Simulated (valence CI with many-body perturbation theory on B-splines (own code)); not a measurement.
**Sm55+: electric-dipole lines**

Calculated by relativistic CI+MBPT: five valence electrons over a frozen Dirac-Fock core [He], a basis of 9 s, 9 p, 8 d, 6 f, 3 g, 1 h functions for each j, with the one-electron correlation potential Σ1 (screened to all orders), the two-electron term Σ2, the three-electron term Σ3, Breit, model QED; selected single and double excitations, second order for the rest (own B-spline code, finite nucleus).

The last digits are not significant, and no measured levels were compared; by estimate large intervals hold to a few tenths of a per cent, small ones and those within an open d or f shell to about a per cent. Among the levels kept, up to 1200 cm⁻¹ of a level comes from second order outside the variational space, and about a tenth of that is noise between levels of different J, which matters for small intervals.

Lines 1 to 50 of 261 in falling wavelength, among levels below 544.41 Ry, chosen from the strongest by gf and those to the six lowest levels. Wavelengths and rates use the calculated energies. Electric multipoles are in the length gauge, E1 and E2 with the static RPA response of the core. Weak lines are less certain than strong ones. Lines between different terms over intervals too small for the method are left out, as are lines whose strength nearly cancels. The highest levels of a list are the least certain.

Levels are named by their leading jj configuration (3d3/2^4 stands for four electrons in 3d with j = 3/2), which in mixed levels can hold well under half, so a name can repeat and another be missing. Letters in brackets count levels of one name in rising energy.

```csv
λ vac (nm),Upper,Lower,A (s⁻¹),log gf,Branch %
18.22,(2s 2p1/2^2 2p3/2 3p1/2) J=5/2,(2s 2p1/2^2 2p3/2 3s) J=3/2 [a],1.96e+09,-1.23,0.0
16.61,(2s^2 2p1/2 2p3/2 3p1/2) J=5/2,(2s^2 2p1/2 2p3/2 3s) J=3/2 [b],2.94e+09,-1.14,0.3
15.50,(2s^2 2p1/2 2p3/2 3p1/2) J=5/2,(2s^2 2p1/2 2p3/2 3s) J=5/2,3.51e+09,-1.12,0.3
15.45,(2s^2 2p1/2^2 3p1/2) J=1/2,(2s^2 2p1/2^2 3s) J=1/2,7.55e+09,-1.27,0.7
14.51,(2s^2 2p1/2 2p3/2 3p1/2) J=3/2 [a],(2s^2 2p1/2 2p3/2 3s) J=3/2 [a],4.24e+09,-1.27,0.5
13.44,(2s 2p1/2^2 2p3/2 3p1/2) J=3/2 [a],(2s 2p1/2^2 2p3/2 3s) J=5/2,8.06e+09,-1.06,0.0
13.33,(2s 2p1/2^2 2p3/2 3p1/2) J=5/2,(2s 2p1/2^2 2p3/2 3s) J=5/2,5.68e+09,-1.04,0.0
11.21,(2s^2 2p1/2 2p3/2 3p1/2) J=3/2 [b],(2s^2 2p1/2 2p3/2 3s) J=5/2,1.31e+10,-1.01,0.6
10.01,(2s^2 2p1/2 2p3/2 3d5/2) J=5/2 [b],(2s^2 2p1/2 2p3/2 3p3/2) J=5/2 [b],6.45e+09,-1.24,0.0
9.977,(2s 2p1/2^2 2p3/2 3d5/2) J=5/2,(2s 2p1/2^2 2p3/2 3p3/2) J=5/2 [a],9.20e+09,-1.08,0.0
9.894,(2s^2 2p1/2 2p3/2 3d5/2) J=7/2 [a],(2s^2 2p1/2 2p3/2 3p3/2) J=5/2 [a],1.86e+10,-0.66,0.1
9.809,(2s 2p1/2^2 2p3/2 3d5/2) J=9/2,(2s 2p1/2^2 2p3/2 3p3/2) J=7/2,2.77e+10,-0.40,46.2
9.463,(2s^2 2p1/2 2p3/2 3d5/2) J=7/2 [b],(2s^2 2p1/2 2p3/2 3p3/2) J=5/2 [b],2.25e+10,-0.62,0.0
9.394,(2s 2p1/2^2 2p3/2 3d5/2) J=7/2,(2s 2p1/2^2 2p3/2 3p3/2) J=5/2 [a],2.58e+10,-0.56,0.0
9.357,(2s^2 2p1/2 2p3/2 3d5/2) J=9/2,(2s^2 2p1/2 2p3/2 3p3/2) J=7/2,2.95e+10,-0.41,58.8
9.251,(2s^2 2p1/2^2 3d5/2) J=5/2,(2s^2 2p1/2^2 3p3/2) J=3/2,3.08e+10,-0.62,0.0
9.213,(2s 2p1/2^2 2p3/2 3d3/2) J=3/2 [b],(2s 2p1/2^2 2p3/2 3p3/2) J=3/2 [a],9.43e+09,-1.32,0.0
9.146,(2s^2 2p1/2 2p3/2 3d5/2) J=5/2 [b],(2s^2 2p1/2 2p3/2 3p3/2) J=3/2 [b],1.23e+10,-1.03,0.0
8.932,(2s 2p1/2^2 2p3/2 3d5/2) J=5/2,(2s 2p1/2^2 2p3/2 3p3/2) J=3/2 [a],2.13e+10,-0.82,0.0
8.891,(2s^2 2p1/2 2p3/2 3d5/2) J=5/2 [a],(2s^2 2p1/2 2p3/2 3p3/2) J=3/2 [a],2.28e+10,-0.79,0.0
8.494,(2s^2 2p1/2 2p3/2 3d5/2) J=3/2 [a],(2s^2 2p1/2 2p3/2 3p3/2) J=1/2 [a],2.03e+10,-1.06,0.0
8.040,(2s^2 2p1/2 2p3/2 3d5/2) J=7/2 [b],(2s^2 2p1/2 2p3/2 3p3/2) J=7/2,6.85e+09,-1.28,0.0
8.033,(2s 2p1/2^2 2p3/2 3d5/2) J=7/2,(2s 2p1/2^2 2p3/2 3p3/2) J=7/2,6.44e+09,-1.30,0.0
7.504,(2s^2 2p1/2 2p3/2 3d5/2) J=3/2 [b],(2s^2 2p1/2 2p3/2 3p3/2) J=3/2 [a],1.92e+10,-1.19,0.0
7.229,(2s^2 2p1/2 2p3/2 3d5/2) J=7/2 [a],(2s 2p1/2^2 2p3/2 3s) J=5/2,1.20e+10,-1.12,0.1
6.004,(2s 2p1/2^2 2p3/2 3d3/2) J=7/2,(2s^2 2p1/2 2p3/2 3d3/2) J=5/2 [b],1.61e+10,-1.16,1.0
5.446,(2s 2p1/2^2 2p3/2 3p3/2) J=5/2 [a],(2s^2 2p1/2 2p3/2 3p3/2) J=3/2 [b],5.09e+10,-0.87,0.0
5.433,(2s 2p1/2^2 2p3/2 3p3/2) J=7/2,(2s^2 2p1/2 2p3/2 3p3/2) J=5/2 [a],8.11e+10,-0.54,2.3
5.097,(2s 2p1/2^2 2p3/2^2) J=5/2,(2s^2 2p1/2 2p3/2^2) J=5/2,1.24e+10,-1.54,2.1
5.042,(2s 2p1/2^2 2p3/2 3d3/2) J=3/2 [b],(2s 2p1/2^2 2p3/2 3p1/2) J=3/2 [b],4.15e+10,-1.20,0.0
4.939,(2s^2 2p1/2 2p3/2 3d3/2) J=3/2 [b],(2s^2 2p1/2 2p3/2 3p1/2) J=3/2 [b],4.85e+10,-1.15,0.0
4.918,(2s^2 2p1/2 2p3/2 3p3/2) J=3/2 [a],(2s^2 2p1/2 2p3/2 3s) J=3/2 [b],8.68e+10,-0.90,5.9
4.911,(2s^2 2p1/2 2p3/2 3d3/2) J=5/2 [b],(2s^2 2p1/2 2p3/2 3p1/2) J=3/2 [b],9.90e+10,-0.67,0.0
4.866,(2s^2 2p1/2 2p3/2 3d3/2) J=5/2 [a],(2s^2 2p1/2 2p3/2 3p1/2) J=5/2,2.84e+10,-1.22,0.0
4.852,(2s 2p1/2^2 2p3/2 3p3/2) J=5/2 [b],(2s 2p1/2^2 2p3/2 3s) J=3/2 [b],2.34e+11,-0.30,0.2
4.820,(2s 2p1/2^2 2p3/2 3p3/2) J=3/2 [a],(2s 2p1/2^2 2p3/2 3s) J=3/2 [a],1.71e+11,-0.62,0.1
4.789,(2s^2 2p1/2 2p3/2 3p3/2) J=1/2 [a],(2s^2 2p1/2 2p3/2 3s) J=1/2,1.39e+11,-1.02,1.8
4.780,(2s 2p1/2^2 2p3/2 3p3/2) J=3/2 [b],(2s^2 2p1/2 2p3/2 3p3/2) J=1/2 [b],5.70e+10,-1.11,0.1
4.757,(2s 2p1/2^2 2p3/2 3d3/2) J=1/2 [b],(2s^2 2p1/2 2p3/2 3d3/2) J=1/2 [b],9.24e+10,-1.20,0.0
4.739,(2s 2p1/2^2 2p3/2 3d3/2) J=5/2 [b],(2s 2p1/2^2 2p3/2 3p1/2) J=3/2 [b],1.37e+11,-0.56,0.2
4.712,(2s 2p1/2^2 2p3/2 3d3/2) J=5/2 [a],(2s 2p1/2^2 2p3/2 3p1/2) J=5/2,1.04e+11,-0.68,0.2
4.707,(2s 2p1/2^2 2p3/2 3p3/2) J=1/2 [b],(2s^2 2p1/2 2p3/2 3p3/2) J=1/2 [b],1.74e+11,-0.94,1.8
4.698,(2s 2p1/2^2 2p3/2 3d3/2) J=5/2 [a],(2s 2p1/2^2 2p3/2 3p1/2) J=3/2 [a],8.32e+10,-0.78,0.1
4.687,(2s^2 2p1/2 2p3/2 3p3/2) J=7/2,(2s^2 2p1/2 2p3/2 3s) J=5/2,2.86e+11,-0.12,25.0
4.678,(2s 2p1/2^2 2p3/2^2) J=5/2,(2s^2 2p1/2 2p3/2^2) J=3/2,2.21e+10,-1.36,3.7
4.668,(2s^2 2p1/2 2p3/2 3d3/2) J=3/2 [a],(2s^2 2p1/2 2p3/2 3p1/2) J=3/2 [a],6.89e+10,-1.05,0.0
4.642,(2s 2p1/2^2 2p3/2 3d3/2) J=3/2 [a],(2s 2p1/2^2 2p3/2 3p1/2) J=5/2,4.48e+10,-1.24,0.0
4.639,(2s 2p1/2^2 2p3/2 3p1/2) J=3/2 [b],(2s^2 2p1/2 2p3/2 3p1/2) J=3/2 [b],7.51e+10,-1.01,0.1
4.636,(2s^2 2p1/2 2p3/2 3p3/2) J=3/2 [a],(2s^2 2p1/2 2p3/2 3s) J=1/2,1.02e+11,-0.88,6.9
4.631,(2s^2 2p1/2 2p3/2 3d3/2) J=5/2 [a],(2s^2 2p1/2 2p3/2 3p1/2) J=3/2 [a],1.66e+11,-0.50,0.3
```
